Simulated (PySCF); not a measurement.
Bond stretch in BF, singlet.

Method: PySCF with CCSD(T) on UHF/cc-pVTZ, 2 core orbitals frozen.

Problem. Relative to R = 1.26 Å, what are the energies at R = 1.00, 1.69, 2.27, 2.75 Å?

Solution. 84.4 kcal/mol at 1.00 Å, 44.6 kcal/mol at 1.69 Å, 115.8 kcal/mol at 2.27 Å, 155.2 kcal/mol at 2.75 Å.

The unrestricted determinant behind UCCSD(T) is spin-contaminated at 1.48 to 5.03 Å (<S²> up to 1.0, against 0.00 for a pure singlet).
